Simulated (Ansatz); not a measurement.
Reaction (formal hydrolysis of the Si–I bond): `Cl[Si](Cl)(Cl)I` + H₂O → `O[Si](Cl)(Cl)Cl` + HI

Isolated molecules relaxed with PBE0-D4/def2-TZVP in Ansatz; ΔE leaves out vibrations. CCSD(T)/CBS adds triple-zeta CCSD(T) − MP2 to the extrapolated MP2 energy (def2 sets, frozen cores). This one scheme is used for every species. DFT in def2-TZVPP. Elements past krypton have def2 core potentials. For I outer-core shells are correlated without core-valence functions, which leaves a few kJ/mol of doubt a bond. One conformer a species, not always the lowest.

CCSD(T)/CBS gives -6.5 kcal/mol.

Problem. Another level gave -10.2 kcal/mol. Which?
A. BLYP/def2-TZVPP
B. ωB97X-V/def2-TZVPP
C. BLYP-D4/def2-TZVPP
D. revPBE-D4/def2-TZVPP

Solution. A. BLYP -10.2, ωB97X-V -9.2, revPBE-D4 -5.0, BLYP-D4 -7.7 kcal/mol.

Largest T1 diagnostic among the species: 0.009.

The D4 term adds +2.3 kcal/mol with B3LYP and +1.2 kcal/mol with PBE0; it sums over pairs of atoms, weighted by their polarisabilities, and B3LYP, whose exchange is more repulsive, gets the larger term. In def2-TZVPP, CCSD(T) changes the Hartree–Fock value by +4.1 kcal/mol (the triples alone add +0.9 kcal/mol) and MP2 by +7.1 kcal/mol.

B3LYP here is the variant with VWN-RPA as its local correlation; programs differ in this.
